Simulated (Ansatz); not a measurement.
Relaxation of Be₅Se₄⁺ (charge 1, doublet) with UKS r2SCAN-D4/def2-SVP in Ansatz.

Positions (Å) and forces (eV/Å) at steps 32, 34, 35, 37, 40, 42 of 42:

```xyz
9
step=32 energy=-263368.5047 eV
Be   -0.032    0.730    0.107    0.005    0.021    0.003
Be    4.306    1.391   -1.353    0.004   -0.021   -0.001
Be   -1.952   -0.845    1.384    0.016   -0.046   -0.040
Be    1.991    0.280   -1.748    0.007   -0.010    0.007
Be   -4.494   -0.666    2.253   -0.009   -0.021   -0.050
Se    0.280    1.343   -1.807   -0.017    0.005   -0.005
Se   -3.680   -1.788    0.799   -0.005    0.047    0.074
Se    3.869   -0.543   -1.652   -0.004    0.023   -0.002
Se   -0.288    0.097    2.017    0.002    0.003    0.015
9
step=34 energy=-263368.5107 eV
Be   -0.052    0.763    0.145   -0.008   -0.010    0.007
Be    4.359    1.343   -1.364   -0.011   -0.030   -0.007
Be   -1.891   -0.934    1.411    0.001    0.002    0.005
Be    1.943    0.332   -1.730   -0.002    0.004   -0.002
Be   -4.479   -0.518    2.058    0.105   -0.158   -0.146
Se    0.223    1.382   -1.771    0.007    0.002    0.004
Se   -3.613   -1.915    0.879   -0.088    0.163    0.140
Se    3.794   -0.555   -1.678    0.003    0.028    0.004
Se   -0.283    0.102    2.050   -0.008   -0.001   -0.004
9
step=35 energy=-263368.5128 eV
Be   -0.054    0.762    0.150    0.006    0.003    0.001
Be    4.345    1.341   -1.367   -0.003   -0.017   -0.003
Be   -1.885   -0.931    1.415    0.004    0.000    0.008
Be    1.938    0.328   -1.730    0.004   -0.003    0.002
Be   -4.471   -0.519    2.040    0.045   -0.065   -0.067
Se    0.223    1.385   -1.763   -0.004    0.002    0.002
Se   -3.604   -1.912    0.875   -0.038    0.066    0.060
Se    3.789   -0.560   -1.678   -0.005    0.018    0.000
Se   -0.280    0.106    2.058   -0.009   -0.003   -0.003
9
step=37 energy=-263368.5156 eV
Be   -0.068    0.790    0.216    0.012    0.002    0.010
Be    4.348    1.284   -1.396   -0.005   -0.015   -0.003
Be   -1.829   -0.969    1.471   -0.012   -0.006    0.009
Be    1.883    0.351   -1.715   -0.003   -0.001    0.006
Be   -4.422   -0.437    1.800    0.061   -0.100   -0.057
Se    0.178    1.426   -1.697    0.001   -0.002   -0.006
Se   -3.515   -2.000    0.913   -0.042    0.107    0.054
Se    3.708   -0.588   -1.722   -0.002    0.016    0.001
Se   -0.283    0.144    2.130   -0.009   -0.001   -0.014
9
step=40 energy=-263368.5171 eV
Be   -0.065    0.832    0.270    0.001    0.002    0.001
Be    4.318    1.234   -1.424    0.002   -0.002   -0.001
Be   -1.786   -0.963    1.500    0.000    0.000    0.002
Be    1.834    0.345   -1.695   -0.001    0.001    0.001
Be   -4.381   -0.443    1.667   -0.003    0.002    0.002
Se    0.152    1.453   -1.651    0.002   -0.001    0.000
Se   -3.431   -2.023    0.882    0.007   -0.001   -0.001
Se    3.642   -0.627   -1.734   -0.003    0.002    0.000
Se   -0.282    0.191    2.185   -0.004   -0.002   -0.003
9
step=42 energy=-263368.5173 eV
Be   -0.068    0.864    0.299    0.001    0.002    0.000
Be    4.313    1.194   -1.444    0.000   -0.006   -0.001
Be   -1.762   -0.957    1.512    0.000    0.001    0.001
Be    1.808    0.350   -1.683   -0.001    0.001    0.001
Be   -4.365   -0.460    1.599    0.006   -0.015   -0.005
Se    0.143    1.483   -1.624    0.003   -0.001    0.000
Se   -3.379   -2.045    0.867   -0.002    0.015    0.007
Se    3.597   -0.655   -1.739   -0.001    0.005    0.001
Se   -0.288    0.226    2.213   -0.005   -0.004   -0.004
```

The gap within one spin of the charge 1 doublet nearly closes, so an electron or hole may be smeared out by delocalisation error. The relaxation made no stability test and no search for a lower SCF solution. Another isomer (doublet) lies 3.81 eV lower at PBE0-D4/def2-TZVP; other spin states weren't run for this one.
